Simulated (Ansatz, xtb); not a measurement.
# Two conformers of H2S2Sn

Structure a: `[SH][Sn][SH]`, a singlet. Structure b: `[SH][Sn][SH]`, a singlet. Both are isolated molecules in the gas phase, relaxed with PBE0-D4/def2-SVP.

a (Å):

```yaml
atoms:
  - { symbol: S, position_ang: [-1.7270, -0.1036, -0.7298] }
  - { symbol: S, position_ang: [1.7029, 0.3481, 0.7321] }
  - { symbol: Sn, position_ang: [-0.2690, 1.6894, 0.1196] }
  - { symbol: H, position_ang: [-0.8879, -1.1433, -0.5324] }
  - { symbol: H, position_ang: [1.2309, -0.8641, 0.3693] }
```

b (Å):

```xyz
5

S    -1.6695    0.1136    0.6802
S    -3.2830   -1.3034    3.5392
Sn   -1.0220   -0.5529    2.9534
H    -0.4325    0.5341    0.3324
H    -3.8513   -1.0093    2.3479
```

Which of the two would you expect CCSD(T)/def2-TZVP electronic energies to favour?

Structure b; the calculation gives E(b) − E(a) = −1.64 kcal/mol.

How the difference moves with the method:

| level | geometry | E(b) − E(a) (kcal/mol) | departure from the last row (kcal/mol) | job, with rough time for the two |
| --- | --- | --- | --- | --- |
| PBE0-D4/def2-SVP | PBE0-D4/def2-SVP | −1.61 | +0.03 | optimisation, 14 s |
| HF/def2-TZVP | PBE0-D4/def2-SVP | −1.56 | +0.08 | part of the CCSD(T) run |
| MP2/def2-TZVP | PBE0-D4/def2-SVP | −1.85 | −0.21 | part of the CCSD(T) run |
| CCSD(T)/def2-TZVP | PBE0-D4/def2-SVP | −1.64 |  | single point, 23 s |

The levels shown agree on the order. The largest departure from CCSD(T)/def2-TZVP is that of MP2/def2-TZVP, 0.21 kcal/mol. Levels run at GFN2-xTB geometries aren't shown.

With harmonic frequencies from PBE0-D4/def2-SVP (ideal gas, rigid rotor, one conformer each, 298.15 K, 1 atm): the zero-point term adds +0.27 kcal/mol; ΔH is −1.50 and ΔG −1.65 kcal/mol.

The correlated steps freeze 14 core orbitals; the filled d shell of Sn is correlated, in a basis made for valence electrons. Atoms past krypton carry core potentials in the def2 sets and no spin–orbit term is included. Run with Ansatz 0.2.0; the last row on 2 threads of Intel(R) Xeon(R) Platinum 8488C (Sapphire Rapids) on a shared host.
